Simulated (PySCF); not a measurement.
# Two-dimensional NMR puzzle

Compound of formula C$_{6}$H$_{8}$F$_{2}$. Correlations simulated from computed shifts and the bond graph:

HSQC (one-bond C–H):
```tsv
δH	δC
2.53	50.4
2.33	37.6
2.20	45.2
1.89	40.0
1.53	40.0
```

COSY cross peaks (H two or three bonds apart, from the bond graph; peaks can be absent where the dihedral angle is near 90°):
```tsv
δH	δH
2.53	1.89
2.53	1.53
2.33	2.20
2.33	1.89
2.33	1.53
1.89	1.53
```

HMBC (two and three bonds, from the bond graph):
```tsv
δH	δC
2.53	137.2, 45.2, 40.0, 37.6
2.33	137.2, 50.4, 45.2, 40.0
2.20	137.2, 50.4, 40.0, 37.6
1.89	137.2, 50.4, 45.2, 40.0, 37.6
1.53	137.2, 50.4, 45.2, 40.0, 37.6
```

Carbons without hydrogens: δ 137.2.

Computed data (PySCF): geometry from GFN2-xTB, NMR shieldings at PBE0/pcSseg-1/GIAO. Isolated molecule, one averaged value for each set of equivalent atoms, non-relativistic Hamiltonian, one computed conformer.

Chemical shifts δ = σref − σ; TMS for ¹H (σ = 31.72 ppm) and ¹³C (σ = 186.93 ppm), all at this level.

Exchangeable hydrogens are left out of these lists.

Task: Assemble the structure.

Result: `C1[C@H]2CC(F)(F)[C@@H]1C2`.

Numbering as in the mapped SMILES `[F:1][C:2]1([F:3])[CH2:4][C@H:5]2[CH2:6][C@@H:7]1[CH2:8]2`. Each H is labelled by its parent atom. Ha(C6), Ha(C8) are cis to C2 on the ring; Hb(C6), Hb(C8) are trans to C2 on the ring.

1. δC 137.2 is C2, a fully substituted sp3 carbon bonded to 2 F.
2. δC 50.4 is C7, an sp3 CH in a ring (δH 2.53).
3. δC 45.2 is C4, an sp3 CH2 in a ring (δH 2.20).
4. δC 40.0 is C6/C8, an sp3 CH2 in a ring (δH 1.53, 1.89).
5. δC 37.6 is C5, an sp3 CH in a ring (δH 2.33).
6. HMBC from δH 2.53 reaches the proton-free carbon C2.
7. HMBC from δH 2.33 reaches the proton-free carbon C2.
8. HMBC from δH 2.20 reaches the proton-free carbon C2.
9. HMBC from δH 1.89 reaches the proton-free carbon C2.
10. COSY links 2.53–1.89, 2.53–1.53, 2.33–2.20, 2.33–1.89, 2.33–1.53, 1.89–1.53.

The shifts were computed for this structure.

Shifts are as computed. Against solution values, carbons near 30 ppm lie about +3 ppm off and those near 130 ppm about +5 ppm. Of 1313 compounds with measured shifts, 239 miss one by over three times the rms of a fit or turn the order of signals round; such compounds aren't used in these exercises.
